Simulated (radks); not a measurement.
Values are calculated unless marked as measured or tabulated.
Species: Hg+. Configuration: [Xe] 4f14 5d10 7d1 (not the ground configuration). Level of theory: Dirac Kohn-Sham, BLYP, spin-unpolarised, spherical densities, point nucleus; open shells fill j = l - 1/2 first (a radial shooting solver on a logarithmic mesh with Libxc functionals).

Unscreened Slater integrals over Kohn-Sham orbitals (hartree). Large and small components are both included.

\begin{tabular}{lr}
integral & value \\ \hline
F0(7d3/2,7d3/2) & 0.083763 \\
F2(7d3/2,7d3/2) & 0.045344 \\
F0(7d3/2,5d5/2) & 0.11718 \\
F2(7d3/2,5d5/2) & 0.012060 \\
G2(7d3/2,5d5/2) & 0.0034944 \\
G4(7d3/2,5d5/2) & 0.0028476 \\
F0(7d3/2,5d3/2) & 0.11737 \\
F2(7d3/2,5d3/2) & 0.011618 \\
G0(7d3/2,5d3/2) & 0.0027947 \\
G2(7d3/2,5d3/2) & 0.0034582 \\
F0(7d3/2,5p3/2) & 0.11863 \\
F2(7d3/2,5p3/2) & 0.0090300 \\
G1(7d3/2,5p3/2) & 0.0049419 \\
G3(7d3/2,5p3/2) & 0.0034378 \\
F0(5d5/2,5d5/2) & 0.61538 \\
F2(5d5/2,5d5/2) & 0.31696 \\
F4(5d5/2,5d5/2) & 0.20928 \\
F0(5d5/2,5d3/2) & 0.62689 \\
F2(5d5/2,5d3/2) & 0.32287 \\
G2(5d5/2,5d3/2) & 0.32238 \\
G4(5d5/2,5d3/2) & 0.21307 \\
F0(5d5/2,5p3/2) & 0.70189 \\
F2(5d5/2,5p3/2) & 0.34709 \\
G1(5d5/2,5p3/2) & 0.42077 \\
G3(5d5/2,5p3/2) & 0.25995 \\
F0(5d3/2,5d3/2) & 0.63914 \\
F2(5d3/2,5d3/2) & 0.32981 \\
F0(5d3/2,5p3/2) & 0.71958 \\
F2(5d3/2,5p3/2) & 0.36156 \\
G1(5d3/2,5p3/2) & 0.44589 \\
G3(5d3/2,5p3/2) & 0.27561 \\
F0(5p3/2,5p3/2) & 0.84208 \\
F2(5p3/2,5p3/2) & 0.45301 \\
\end{tabular}
